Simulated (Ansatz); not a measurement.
Reaction (ligand exchange at a Ga–Br bond): `C[O][GaH][Br]` + CH₃OH → `C[O][GaH][O]C` + HBr

Isolated molecules relaxed with PBE0-D4/def2-TZVP in Ansatz; ΔE leaves out vibrations. CCSD(T)/CBS adds triple-zeta CCSD(T) − MP2 to the extrapolated MP2 energy (def2 sets, frozen cores). This one scheme is used for every species. DFT in def2-TZVPP. For Br, Ga outer-core shells are correlated without core-valence functions, which leaves a few kJ/mol of doubt a bond. Scalar relativity is left out up to krypton. One conformer a species, not always the lowest.

CCSD(T)/CBS gives +18.9 kcal/mol.

(1) Another level gave +17.8 kcal/mol. Which?
A. HF/def2-TZVPP
B. LC-ωPBE/def2-TZVPP
C. BLYP/def2-TZVPP
D. BHLYP-D4/def2-TZVPP

Largest T1 diagnostic among the species: 0.014.

Results:

(1) C. BLYP 17.8, BHLYP-D4 20.3, LC-ωPBE 18.8, HF/def2-TZVPP 21.8 kcal/mol.

Leaving LDA and LC-ωPBE aside and taking each functional with its dispersion term where it has one, the values, not all of them listed here, spread over 3.4 kcal/mol, from BLYP-D4 to HSE06-D4. LDA lies −1.5 kcal/mol from PBE without D4. From PBE to PBE0 (25 % exact exchange), in def2-TZVPP and without D4, ΔE moves by +1.4 kcal/mol. In def2-TZVPP, CCSD(T) changes the Hartree–Fock value by −4.0 kcal/mol (the triples alone add −0.4 kcal/mol) and MP2 by −3.5 kcal/mol.

CCSD(T)/CBS has its own doubt, a few kJ/mol and more with outer-core shells, so smaller differences from it don't rank the levels.
